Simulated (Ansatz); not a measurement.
Ni₂H₃⁺. The state is a singlet with charge 1. Geometry relaxed at PBE0-D4/def2-TZVP.

Cartesian coordinates in Å:
```
Ni -0.1058 -0.0462 1.1439
Ni 0.1057 0.0462 -1.1439
H -1.0060 0.2671 -0.0822
H 0.7302 0.7398 0.0975
H 0.2759 -1.0069 -0.0152
```

The restricted singlet is unstable: a solution with broken spin symmetry lies lower. At PBE0-D4/def2-TZVP a triplet of charge 1 lies 1.73 eV below the restricted singlet, each at its own geometry. The structure comes from a short search, and lower isomers may exist.

(1) Estimate the harmonic wavenumbers at RKS PBE0-D4/def2-TZVP (Ansatz, unscaled). Is this a minimum?

Results:

(1) 349, 666, 666, 920, 920, 1417, 1535, 1535, 1659 cm⁻¹. Yes, no mode is imaginary beyond noise. Zero-point energy 57.8 kJ/mol. It took 35 s on 4 threads of Arm Neoverse V2 on a shared host.
